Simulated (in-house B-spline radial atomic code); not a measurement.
Configurations of P VI (P5+), with energies counted from [He] 2s2 2p6. Method: Dirac-Hartree-Fock, average of configuration, Fermi nucleus of rms radius 3.1889 fm. Calculated with a B-spline radial code for spherical atoms. Energies include first-order Breit, QED and recoil terms.

Occupations are held fixed; configurations that lie above the ionisation limit could autoionise.

```json
{"configuration": "[He] 2s2 (2p1/2)2 (2p3/2)3 4s1", "E - E(ref) (eV)": "177.03", "highest orbital": "4s1/2", "its <r> (bohr)": "2.947"}
{"configuration": "[He] 2s2 (2p1/2)2 (2p3/2)3 6s1", "E - E(ref) (eV)": "202.23", "highest orbital": "6s1/2", "its <r> (bohr)": "7.381"}
{"configuration": "[He] 2s2 (2p1/2)1 (2p3/2)4 (6g7/2)1", "E - E(ref) (eV)": "206.14", "highest orbital": "6g7/2", "its <r> (bohr)": "7.332"}
{"configuration": "[He] 2s1 2p6 (4d3/2)1", "E - E(ref) (eV)": "245.69", "highest orbital": "4d3/2", "its <r> (bohr)": "3.318"}
{"configuration": "[He] 2s1 2p6 (5f7/2)1", "E - E(ref) (eV)": "257.97", "highest orbital": "5f7/2", "its <r> (bohr)": "5.237"}
{"configuration": "[He] 2s1 2p6 (6d5/2)1", "E - E(ref) (eV)": "263.58", "highest orbital": "6d5/2", "its <r> (bohr)": "8.228"}
```

Question: Order these further configurations by energy, lowest first.
A. [He] 2s2 (2p1/2)2 (2p3/2)3 3s1
B. [He] 2s2 (2p1/2)2 (2p3/2)3 (6d3/2)1
C. [He] 2s2 (2p1/2)1 (2p3/2)4 (6f5/2)1
D. [He] 2s1 2p6 (6g7/2)1
E. [He] 2s2 (2p1/2)1 (2p3/2)4 (6p3/2)1

Answer: A (134.39 eV), E (204.26 eV), B (204.83 eV), C (206.12 eV), D (263.99 eV).

Question: How far above the reference does [He] 2s2 (2p1/2)2 (2p3/2)3 (4p1/2)1 lie?

Answer: 181.32 eV; its least bound orbital is 4p1/2 with <r> = 3.122 bohr.

Question: How far above the reference does [He] 2s1 2p6 (3d5/2)1 lie?

Answer: 220.53 eV; its least bound orbital is 3d5/2 with <r> = 1.613 bohr.
